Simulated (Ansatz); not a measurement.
Program: Ansatz. Geometries: PBE0-D4/def2-TZVP. ΔE: electronic, gas phase. CCSD(T)/CBS adds triple-zeta CCSD(T) − MP2 to the extrapolated MP2 energy (def2 sets, frozen cores). This one scheme is used for every species. DFT in def2-TZVPP. B3LYP here is the variant with VWN-RPA as its local correlation; programs differ in this. def2 core potentials past Kr. For Te outer-core shells are correlated without core-valence functions, which leaves a few kJ/mol of doubt a bond.

Reaction (ligand exchange at the Al–C bond): `[CH3][AlH][CH3]` + H₂Te → `[CH3][AlH][TeH]` + CH₄

`[CH3][AlH][CH3]`:

Cartesian coordinates in Å:
```
C 0.622 -1.132 1.147
Al -0.641 0.111 0.323
C -0.212 1.037 -1.343
H 0.931 -1.908 0.437
H 0.227 -1.627 2.036
H 1.540 -0.607 1.439
H -2.048 0.402 1.016
H 0.748 0.737 -1.772
H -0.987 0.866 -2.098
H -0.180 2.120 -1.183
```

H₂Te:

Z-matrix (Å, degrees):
```
Te
H 1 1.656
H 1 1.656 2 90.4
```

`[CH3][AlH][TeH]`:

Cartesian coordinates in Å:
```
C -1.268 -0.314 -0.628
Al 0.425 0.426 -0.013
Te 1.728 -0.845 1.748
H -2.085 0.391 -0.441
H -1.522 -1.260 -0.144
H -1.241 -0.484 -1.710
H 1.040 1.783 -0.551
H 2.923 0.303 1.740
```

CH₄:

Z-matrix (Å, degrees):
```
C
H 1 1.090
H 1 1.090 2 109.5
H 1 1.090 2 109.5 3 -120.0
H 1 1.090 2 109.5 3 120.0
```

CCSD(T)/CBS gives -33.2 kcal/mol.

Task: Another level gave -31.2 kcal/mol. Which?
A. B97M-V/def2-TZVPP
B. r2SCAN0-D4/def2-TZVPP
C. B3LYP/def2-TZVPP
D. PBE-D4/def2-TZVPP

Result: C. B3LYP -31.2, r2SCAN0-D4 -33.4, PBE-D4 -32.4, B97M-V -30.2 kcal/mol.

Largest T1 diagnostic among the species: 0.010.

From BLYP to BHLYP (50 % exact exchange), in def2-TZVPP and without D4, ΔE moves by −1.5 kcal/mol. Leaving LDA and LC-ωPBE aside and taking each functional with its dispersion term where it has one, the values, not all of them listed here, spread over 3.6 kcal/mol, from PBE-QIDH to B97M-V. LDA lies +0.7 kcal/mol from PBE without D4.
